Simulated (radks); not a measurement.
Spherical quantum dot in the effective-mass picture: electrons in a well V = -V0 / (1 + exp((r - R)/a)) with V0 = 28.2, R = 1.58, a = 0.12, all in effective atomic units (hartree* = m*/eps^2 hartree, bohr* = eps/m* bohr), one dielectric constant everywhere. Method: non-relativistic Kohn-Sham, r2SCAN, spin-polarised, spherical densities, generalised Kohn-Sham scheme; computed with a radial shooting solver with Libxc functionals. Levels are named by radial order and angular momentum (1s, 1p, 1d, 2s, ...), and open shells are averaged over m. Results are scaled to m* = 0.39 and eps = 8.3, for which hartree* = 154 meV and bohr* = 1.126 nm.

N = 15, configuration 1s2 1p6 1d(up 5, down 2). This is the lowest configuration that the search found. Occupied and some empty levels:

| level | occupation | eigenvalue (meV) | <r> (nm) |
|---|---|---|---|
| 1s up | 1 | -2075.6 | 1.041 |
| 1s down | 1 | -2058.5 | 1.033 |
| 1p up | 3 | -1839.7 | 1.163 |
| 1p down | 3 | -1817.4 | 1.160 |
| 1d up | 5 | -1501.8 | 1.252 |
| 1d down | 2 | -1475.7 | 1.252 |
| 2s up | 0 | -1188.8 | 0.9381 |
| 2s down | 0 | -1173.9 | 0.9435 |
| 1f up | 0 | -1081.9 | 1.325 |
| 1f down | 0 | -1053.0 | 1.325 |
| 2p up | 0 | -683.30 | 1.085 |
| 2p down | 0 | -665.63 | 1.085 |

Energy (meV): total -39709.8, kinetic 8834.1, external -61392, Hartree 14890, exchange-correlation -2041.8.

Electron density:

| r (nm) | n(r) (e/nm^3) |
|---|---|
| 0.110 | 0.2483 |
| 0.233 | 0.2982 |
| 0.357 | 0.3890 |
| 0.480 | 0.5246 |
| 0.603 | 0.7012 |
| 0.726 | 0.8998 |
| 0.849 | 1.083 |
| 0.972 | 1.202 |
| 1.09 | 1.211 |
| 1.22 | 1.082 |
| 1.34 | 0.8330 |
| 1.46 | 0.5311 |
| 1.59 | 0.2729 |
| 1.71 | 0.1102 |
| 1.83 | 0.03562 |
| 1.96 | 0.009694 |
| 2.08 | 0.002457 |
| 2.20 | 0.0006038 |
| 2.32 | 0.0001482 |
| 2.45 | 0.00003637 |
